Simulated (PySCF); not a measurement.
**A thermochemical cycle for ZnCl**

MP2 in PySCF with x2c-SVPall on every atom, spin-free X2C, for the lowest determinant that a PBE0 search found; no spin–orbit coupling. ZnCl, a doublet (σ ↑), has De = 2.18 eV to neutral atoms, and ZnCl⁺, a singlet (closed shell), has De = 2.53 eV to Zn⁺ + Cl.

At the same level the Zn atom ionises at 8.77 eV.

Problem. What is the adiabatic ionisation energy of the molecule, and does ionisation strengthen or weaken the bond?

Solution. IE = IE(Zn) + De(neutral) − De(ion) = 8.77 + 2.18 − 2.53 = 8.42 eV. De changes by +0.35 eV, so ionisation strengthens the bond.

Correlated steps freeze 10 core orbitals. Correlated levels converge slowly with the basis: in double zeta they bind strong bonds too weakly, by up to about 1 eV, and carry superposition errors of some tenths. For an ion De counts to the pair picked by the measured ionisation energies or electron affinities, which need not be the lowest pair at this level. Where the molecule has an RHF reference, its open-shell atoms are computed with UHF. States were picked by a PBE0 search and need not be the measured ground states.
